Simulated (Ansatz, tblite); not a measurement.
Isomers of PtS$_{2}$ (singlet), found by a short tight-binding search and relaxed with r2SCAN-D4/def2-TZVP in Ansatz.

In the def2 sets Pt takes a core potential; there is no spin–orbit coupling. The xTB rows come from tblite.

Run but left out: HF/def2-TZVPP, MP2/def2-TZVPP, CCSD/def2-TZVPP, CCSD(T)/def2-TZVPP (A: unstable by the stability test); PBE0-D4/def2-TZVP (A: restricted singlet, unstable towards broken spin symmetry); HSE06-D4/def2-TZVP, LC-ωPBE/def2-TZVP (A: restricted singlet, unstable towards broken spin symmetry at other levels and untested here).

B: The restricted singlet is unstable towards broken spin symmetry in Hartree–Fock (as tested in another run); at PBE-D4/def2-TZVP, r2SCAN-D4/def2-TZVP this wasn't settled.

Other spin states were run for one of them alone.

A:

```xyz
3

Pt   -0.0037   -0.0036    0.0008
S     1.2301   -0.9390    1.3788
S    -1.2264    0.9426   -1.3797
```

B:

| atom | x (Å) | y (Å) | z (Å) |
| --- | --- | --- | --- |
| Pt1 | 1.216 | -0.551 | 0.005 |
| S2 | -0.724 | 0.028 | 0.987 |
| S3 | -0.491 | 0.524 | -0.991 |

Task: Estimate their order by electronic energy at r2SCAN-D4/def2-TZVP, counted from the lowest.

Result: A (0.0) < B (75.5), in kJ/mol.

Task: Do the other levels pick the same lowest one?

Result: Not GFN1-xTB, GFN2-xTB. Energies above each level's lowest (kJ/mol):

```tsv
level	A	B
GFN1-xTB	65.8	0.0
GFN2-xTB	34.8	0.0
PBE-D4/def2-TZVP	0.0	81.2
r2SCAN-D4/def2-TZVP	0.0	75.5
```
Point groups (tolerance 0.1 Å): A D∞h, B C2v. Lower isomers may exist.
